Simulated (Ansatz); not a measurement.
`OC[SiH2]Cl` and `Cl[SiH2]CI` differ in one atom or group.

Ansatz, PBE0-D4/def2-TZVP geometries, multiplicity 1. Each molecule was computed in one conformer, which needn't be the lowest.

Elements past krypton have def2 core potentials.

```csv
property,`OC[SiH2]Cl`
HOMO–LUMO gap (ωB97M-V/def2-TZVPP) / eV,11.86
LUMO energy (B3LYP/def2-TZVPP) / eV,-0.26
size of the dipole moment (B3LYP/def2-TZVPP) / D,1.32
HOMO energy (B3LYP/def2-TZVPP) / eV,-7.55
HOMO energy (PBE0/def2-TZVPP) / eV,-7.78
size of the dipole moment (ωB97M-V/def2-TZVPP) / D,1.33
```

Problem. What does the change do to each property? (An estimate is asked.)

Solution. Computed: 
| property | `Cl[SiH2]CI` | shift |
| --- | --- | --- |
| HOMO–LUMO gap (ωB97M-V/def2-TZVPP) / eV | 10.25 | -1.61 |
| LUMO energy (B3LYP/def2-TZVPP) / eV | -1.46 | -1.20 |
| size of the dipole moment (B3LYP/def2-TZVPP) / D | 1.95 | 0.63 |
| HOMO energy (B3LYP/def2-TZVPP) / eV | -7.17 | 0.38 |
| HOMO energy (PBE0/def2-TZVPP) / eV | -7.41 | 0.37 |
| size of the dipole moment (ωB97M-V/def2-TZVPP) / D | 1.93 | 0.60 |

With PBE0 the HOMO rises by 0.37 eV and the LUMO falls by 1.22 eV, so the gap narrows by about 1.59 eV. PBE moves the HOMO by -0.02 eV and ωB97M-V by 0.55 eV. Dipoles are sizes alone; their direction can turn.

B3LYP here is the variant with VWN-RPA as its local correlation; programs differ in this.

Spin–orbit coupling is left out; it splits and shifts lone-pair levels of the heavy atoms by tenths of an eV.
